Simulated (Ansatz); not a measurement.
```xyz
8

O     0.808    1.191    0.921
Ti   -0.188   -0.061    0.141
O    -1.489    0.742   -0.782
O     0.782   -1.066   -0.963
Cl   -1.030   -1.374    1.722
H     1.296    1.242    1.744
H    -1.891    0.489   -1.615
H     1.713   -1.162   -1.167
```

The species carries charge 0 and has multiplicity 1.

(1) List the PBE0/def2-TZVPP orbital energies in eV (Ansatz 0.2.0). (Estimate.)

Answers

(1) Ansatz gave: Occupied: -4875.81, -2766.76, -546.30, -523.13, -523.08, -522.95, -455.95, -455.94, -455.93, -258.62, -196.85, -196.79, -196.79, -67.46, -43.07, -42.98, -42.86, -27.70, -27.50, -27.38, -21.98, -14.50, -14.30, -14.15, -10.87, -10.64, -10.44, -10.15, -10.01, -9.86, -9.56, -8.88, -8.76. Lowest empty: -1.96, -1.76, -1.14, -0.88, -0.48, -0.14, 1.27, 1.48.
